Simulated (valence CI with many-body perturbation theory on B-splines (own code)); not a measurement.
## Questions on In XLV

Computed by relativistic CI+MBPT: three valence electrons over a frozen Dirac-Fock core [He], radial functions for each j: 9 s, 9 p, 8 d, 6 f, 3 g, 1 h, with the one-electron correlation potential Σ1, the two-electron term Σ2, the three-electron term Σ3, Breit, model QED; selected CI, second order for the rest, scaled by the run's own slope (own B-spline code, finite nucleus).

No measured spectrum was set against this ion. As an estimate, large intervals hold to a few tenths of a per cent, small ones and those within an open d or f shell to about a per cent.

Levels are named by their leading jj configuration (3d3/2^4 stands for four electrons in 3d with j = 3/2), which in mixed levels can hold well under half, so a name can repeat and another be missing.

Rates and lifetimes use the calculated energies. Strong lines usually hold to 10 to 20 %, long lifetimes can be off by a factor of two.

What is the ground level?

(2s^2 2p1/2) J=1/2, composition 100 % 2s²2p ²P°, g = 0.646.

Where does the other parity begin?

At (2s 2p1/2^2) J=1/2, 140.9 eV.

What are the static dipole polarisabilities of the lowest levels?

(2s^2 2p1/2) J=1/2 0.00105 bohr³, of which the core gives 1.40e-06.

What is the ionisation energy?

7444.3 eV; NIST lists 7442 ± 6 eV (semi-empirical).

Among levels below 4593.0 eV, which E1 lines absorb most strongly from the ground level?

to (2s 2p1/2 3p1/2) J=3/2 at 0.2868 nm, f = 0.652; to (2s 2p1/2 3p3/2) J=3/2 at 0.2812 nm, f = 0.198; to (2s^2 3d3/2) J=3/2 at 0.2861 nm, f = 0.137.
